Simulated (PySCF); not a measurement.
B₂GeH₁₀N₂O.
InChI=1S/B2GeH10N2O/c3-6-2-4-1-5-2/h2H,1,4-5H2,3H3

A linear-response calculation (PySCF, def2-SVPD basis, gas phase, vertical, core orbitals frozen in the response) gave these numbers; the functional is withheld.

Orbital energies (eV): HOMO-3 -9.14, HOMO-2 -8.37, HOMO-1 -8.08, HOMO -7.48, LUMO -0.04, LUMO+1 0.25, LUMO+2 0.73.

| state | E (eV) | f | main configurations (H = HOMO, L = LUMO) |
| --- | --- | --- | --- |
| S1 | 6.38 | 0.0003 | H→L (95%) |
| S2 | 6.72 | 0.053 | H→L+1 (90%) |
| S3 | 6.77 | 0.0022 | H-1→L (65%), H-1→L+1 (30%) |
| S4 | 7.04 | 0.012 | H-1→L+1 (47%), H→L+3 (32%), H-1→L (19%) |
| S5 | 7.10 | 0.0068 | H→L+3 (62%), H-1→L+1 (19%), H-1→L (14%) |
| S6 | 7.12 | 0.018 | H→L+2 (91%) |

Triplets, Tamm–Dancoff:

```
state  E (eV)  λ (nm)  main configurations (H = HOMO, L = LUMO)
   T1    6.19   200.4                    H→L (74%), H→L+1 (21%)
   T2    6.43   192.9                    H→L+1 (66%), H→L (22%)
   T3    6.48   191.5                H-1→L+1 (61%), H-1→L (29%)
   T4    6.74   183.9    H-1→L (55%), H-1→L+1 (28%), H→L+3 (8%)
```

Vertical ionisation energy by ΔSCF with the same functional: 9.37 eV. Mean static polarisability: 80.3 au.

Question: Which of these was used?
A. CAM-B3LYP
B. PBE0
C. HF
D. PBE

Answer: B. PBE0 is a global hybrid with 25% exact exchange. In this run −ε(HOMO) = 7.48 eV differs from the ΔSCF value by -1.89 eV, and S1 differs from the orbital gap of 7.44 eV by -1.06 eV. The ratio −ε(HOMO)/IP is 0.80. Usual ranges for neutral molecules in this basis: 0.7 to 0.83 with PBE0, 0.5 to 0.7 with PBE, 0.85 to 0.93 with CAM-B3LYP; Hartree–Fock can't fall below 1, since the ion's relaxation only lowers the ΔSCF value.

Method: TDDFT PBE0/def2-SVPD, vertical, gas phase, core orbitals frozen in the response (PySCF 2.14.0, density-fitted response routines). The structure is a single PBE0-D3(BJ)/def2-SVP conformer in the gas phase; no vibrational or solvent corrections. Relativistic effects, spin–orbit coupling among them, are left out although an element past zinc is present.

Shape of the structure used: `[GeH3:1][O:2][BH-:3]1[NH2+:4][BH2-:5][NH2+:6]1`: Ge1–O2–B3–N4 50°.
